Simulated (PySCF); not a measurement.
## How methods differ on the excitation energy of Se

Se [Ar] 3d10 4s2 4p4 (3P) → Se [Ar] 3d10 4s1 4p5 (3P), as a difference of total energies. Calculation: PySCF 2.14, in aug-cc-pVTZ-DK (7s6p4d2f, 59 functions); scalar relativity by spin-free X2C-1e. Correlated levels: valence: [Ar] 3d10 frozen. The calculations carry no spin-orbit coupling.

| method | excitation energy (eV) |
| --- | --- |
| UHF | 11.735 |
| MP2 (valence) | 10.860 |
| SCS-MP2 (valence) | 10.750 |
| CCSD (valence) | 9.799 |
| CCSD(T) (valence) | 9.122 |

Task: How much does correlation contribute at CCSD(T) (valence)?

Result: 9.122 − (11.735) = -2.613 eV, measured against UHF.

The upper state lies above the first ionisation limit, where it may autoionise and the basis confines it.

The coupled-cluster amplitudes are large for the upper state (T1 above 0.03 or a double amplitude above 0.15), so a single reference is strained.
